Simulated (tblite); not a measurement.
Species: CHF3O2S.
Cartesian coordinates in Å at the GFN2-xTB level; atoms count from 1:
```
atom  x, y, z in Å
O1    -0.973    1.647   -0.398
S2    -0.855    0.250   -0.271
O3    -1.418   -0.649   -1.201
F4    -1.450   -0.161    1.192
C5     0.874   -0.261    0.138
F6     1.534   -0.214   -1.022
F7     1.368    0.659    0.959
H8     0.930   -1.261    0.579
```

Level: GFN2-xTB in tblite, geometry and Hessian alike; calculated harmonic values, unscaled, isolated species. Errors from tens to a few hundred cm⁻¹ against measured bands are possible. One conformer, not necessarily the lowest.

Harmonic wavenumbers (cm⁻¹): 38.5, 120.1, 166.8, 270.3, 303.3, 380.6, 414.7, 475.2, 524.9, 663.0, 691.5, 1082.0, 1094.2, 1120.9, 1191.5, 1222.8, 1366.9, 2942.0.

A = 3339, B = 2017, C = 1729 MHz; mass 133.965 u (most abundant isotopes); point group C1, symmetry number 1.

Task: Zero-point energy?

Result: Half the sum of the wavenumbers: 7035 cm⁻¹ = 84.15 kJ/mol.

Task: Give the ideal-gas entropy at 500 K and 1 bar in the rigid-rotor, harmonic-oscillator model (classical rotation).

Result: Translation 180.68, rotation 122.41, vibration 121.58: S = 424.7 J/(mol K).

Task: And Cp and H(500 K) − H(0)?

Result: Cp = 135.74 J/(mol K), of which vibrations give 102.48 (their classical limit is 18 R = 149.7); H(500 K) − H(0) = 46.50 kJ/mol without the zero-point energy, 29.87 from vibrations.

Task: Which modes carry the vibrational entropy at 500 K?

Result: 38.5 cm⁻¹: 26.61; 120.1 cm⁻¹: 17.19; 166.8 cm⁻¹: 14.50; 270.3 cm⁻¹: 10.61; 303.3 cm⁻¹: 9.70; 380.6 cm⁻¹: 7.96 J/(mol K); the other 12 give 35.00 together.

Task: How do the functions run with temperature in this model?

Result: 
| T (K) | S (J/(mol K)) | Cp (J/(mol K)) | H − H(0) (kJ/mol) | G − H(0) (kJ/mol) | ln q(vib) |
| --- | --- | --- | --- | --- | --- |
| 50 | 236.0 | 46.1 | 1.96 | -9.85 | 0.44 |
| 100 | 272.3 | 60.5 | 4.61 | -22.62 | 1.19 |
| 298.15 | 361.7 | 107.5 | 21.68 | -86.17 | 4.38 |
| 373.15 | 387.2 | 119.9 | 30.22 | -114.28 | 5.55 |
| 750 | 483.6 | 154.1 | 82.99 | -279.72 | 10.78 |
| 1000 | 529.4 | 163.7 | 122.83 | -406.56 | 13.67 |

q(vib) and H(0) count from the zero-point level.

Hindered rotation and anharmonicity are outside this model. Other conformers, if any are populated, would add a mixing term that is left out. The structure is chiral; the term R ln 2 for an equal mix with its mirror image is left out.

Run on one thread, Arm Neoverse V1, on a shared host. The figure is for the frequency step alone.
